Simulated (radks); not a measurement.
Values are calculated unless marked as measured or tabulated.
Spherical quantum dot in the effective-mass picture: electrons in a parabolic well V = omega^2 r^2 / 2 with omega = 0.0709, all in effective atomic units (hartree* = m*/eps^2 hartree, bohr* = eps/m* bohr), one dielectric constant everywhere. Level of theory: non-relativistic Kohn-Sham, LDA (Slater exchange, Perdew-Wang correlation), spin-polarised, spherical densities (a radial shooting solver with Libxc functionals). Levels are named by radial order and angular momentum (1s, 1p, 1d, 2s, ...), and open shells are averaged over m.

N = 13, configuration 1s2 1p6 1d(up 5, down 0). This is the lowest configuration that the search found (a dilute case). Occupied and some empty levels:

level,occupation,eigenvalue (hartree*),<r> (bohr*)
1s up,1,1.3107,8.972
1s down,1,1.3206,8.464
1p up,3,1.3267,10.12
1p down,3,1.3386,10.00
1d up,5,1.3489,10.93
1d down,0,1.3615,10.96
2s up,0,1.3677,8.214
2s down,0,1.3727,8.456
1f up,0,1.3763,11.59
1f down,0,1.3888,11.68
2p up,0,1.4016,9.558
2p down,0,1.4081,9.546

Energy (hartree*): total 10.2829, kinetic 0.48335, external 3.6312, Hartree 7.4853, exchange-correlation -1.3170.
